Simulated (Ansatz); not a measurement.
Consider the atomization: `CO[SiH2][SiH](O)F` → C• + F• + 7 H• + 2 O• + 2 Si•.

Computed with Ansatz on PBE0-D4/def2-TZVP structures; ΔE is electronic, products minus reactants. CCSD(T)/CBS adds triple-zeta CCSD(T) − MP2 to the extrapolated MP2 energy (def2 sets, frozen cores). This one scheme is used for every species, atoms too. Functionals use def2-TZVPP. B3LYP here is the variant with VWN-RPA as its local correlation; programs differ in this. Open shells (•) are unrestricted, without spin–orbit coupling. Spin–orbit coupling would lower the free atoms: a little for C, F, O, Si. Each species was taken in one conformer, which may not be the lowest.

`CO[SiH2][SiH](O)F`:

```xyz
13

C     0.393    2.108    1.530
O    -0.226    1.062    0.817
Si    0.625   -0.032   -0.071
Si   -0.966   -1.463   -1.022
O    -0.111   -2.596   -1.838
F    -1.903   -0.645   -2.033
H    -0.384    2.690    2.028
H     0.952    2.772    0.861
H     1.080    1.720    2.292
H     1.444    0.648   -1.117
H     1.569   -0.797    0.799
H    -1.903   -2.103   -0.060
H    -0.569   -3.363   -2.186
```

| level | ΔE (eV) |
| --- | --- |
| r2SCAN-D4 | 49.90 |
| PBE0-D4 | 49.37 |
| B3LYP-D4 | 49.73 |
| B2PLYP | 49.31 |
| HF/def2-TZVPP | 36.54 |
| SCS-MP2/def2-TZVPP | 49.37 |
| CCSD(T)/def2-TZVPP | 48.65 |
| CCSD/CBS(def2) | 49.46 |

Problem. What does CCSD(T)/CBS give? (An estimate is asked.)

Solution. Computed: +50.11 eV. The listed levels differ from it by -0.21, -0.74, -0.38, -0.80, -13.57, -0.74, -1.46, -0.65 eV.

Largest T1 diagnostic among the species: 0.012.

The D4 term adds +0.44 eV with B3LYP and +0.24 eV with PBE0; it sums over pairs of atoms, weighted by their polarisabilities, and B3LYP, whose exchange is more repulsive, gets the larger term. In def2-TZVPP, CCSD(T) changes the Hartree–Fock value by +12.11 eV (the triples alone add +0.65 eV) and MP2 by +13.02 eV; breaking electron pairs costs correlation energy, which Hartree–Fock lacks. From PBE to PBE0 (25 % exact exchange), in def2-TZVPP and without D4, ΔE moves by −0.84 eV: exact exchange takes away binding that semilocal exchange gives to molecules.

For atomizations the MP2-based limit and the directly extrapolated one differ by several kJ/mol either way, and by 10 to 25 for some Ge, Se and Sn compounds, so smaller differences from it don't rank the levels.
